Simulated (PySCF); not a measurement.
## How methods differ on the excitation energy of Si

Si [Ne] 3s2 3p2 (3P) → Si [Ne] 3s1 3p2 4s1 (5P), as a difference of total energies. Computed with PySCF 2.14 in aug-cc-pCVTZ-DK, with scalar relativity by spin-free X2C-1e. Correlated levels: nothing frozen. The calculations carry no spin-orbit coupling.

```json
{"method": "UHF", "excitation energy (eV)": "8.635"}
{"method": "MP2 (all electrons)", "excitation energy (eV)": "9.906"}
{"method": "SCS-MP2 (all electrons)", "excitation energy (eV)": "10.232"}
{"method": "CCSD (all electrons)", "excitation energy (eV)": "10.100"}
{"method": "CCSD(T) (all electrons)", "excitation energy (eV)": "10.180"}
```

Task: How much does correlation contribute at CCSD(T) (all electrons)?

Result: 10.180 − (8.635) = 1.545 eV, measured against UHF.

The upper state lies above the first ionisation limit, but in LS coupling its spin forbids autoionisation to the ground ion. A Rydberg-like electron needs more diffuse functions than a valence basis has.

The promoted electron is Rydberg-like, and one or two diffuse shells describe it only roughly, which tends to raise the upper state.
